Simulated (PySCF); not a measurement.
C4H5NO, SMILES Nc1ccco1. Atoms are numbered in the order given.

```xyz
11

N      2.0302     0.1702    -0.1858
C      0.6521     0.1646    -0.0388
C     -0.3102     1.1576    -0.0151
C     -1.5729     0.4691     0.0628
C     -1.2932    -0.8721     0.0863
O      0.0730    -1.0647     0.0221
H      2.4625     1.0544     0.0873
H      2.4897    -0.6254     0.2660
H     -0.1372     2.2378    -0.0516
H     -2.5686     0.9252     0.1022
H     -1.8963    -1.7817     0.1494
```

Geometry optimised at PBE-D3(BJ)/def2-SVP. Other conformers were not sampled.

Computed with PySCF with PBE-D3(BJ)/def2-SVP.

No scaling factor is applied to the harmonic values.

| mode | ν (cm⁻¹) | IR (km/mol) | moving atoms (share of kinetic energy) |
|---|---|---|---|
| 1 | 180 | 28.1 | H 93 % |
| 2 | 277 | 14.7 | C 43 %, O 19 %, H 19 %, N 18 % |
| 3 | 393 | 0.6 | C 29 %, H 28 %, N 28 %, O 15 % |
| 4 | 590 | 72.4 | C 38 %, H 38 %, O 16 % |
| 5 | 595 | 155.7 | H 49 %, C 38 %, N 13 % |
| 6 | 636 | 82.9 | H 75 %, C 21 % |
| 7 | 674 | 6.7 | C 46 %, N 21 %, H 20 %, O 12 % |
| 8 | 692 | 13.3 | C 37 %, H 33 %, N 21 %, O 9 % |
| 9 | 727 | 55.6 | H 62 %, C 36 % |
| 10 | 831 | 0.7 | H 77 %, C 22 % |
| 11 | 872 | 1.7 | C 69 %, O 19 %, H 12 % |
| 12 | 940 | 18.4 | O 38 %, H 32 %, C 24 % |
| 13 | 987 | 29.4 | H 72 %, C 15 %, O 12 % |
| 14 | 1033 | 1.3 | H 72 %, C 20 % |
| 15 | 1095 | 1.6 | C 47 %, H 37 %, O 12 % |
| 16 | 1147 | 13.7 | H 39 %, O 35 %, C 24 % |
| 17 | 1223 | 0.7 | H 66 %, C 31 % |
| 18 | 1300 | 8.1 | C 75 %, H 16 % |
| 19 | 1423 | 26.3 | C 66 %, H 25 % |
| 20 | 1526 | 21.9 | C 62 %, H 36 % |
| 21 | 1551 | 23.1 | H 57 %, C 37 % |
| 22 | 1640 | 242.7 | C 78 %, N 11 %, H 10 % |
| 23 | 3183 | 4.9 | H 92 %, C 8 % |
| 24 | 3198 | 1.3 | H 91 %, C 9 % |
| 25 | 3226 | 0.1 | H 90 %, C 10 % |
| 26 | 3474 | 21.0 | H 96 % |
| 27 | 3584 | 26.9 | H 91 %, N 9 % |
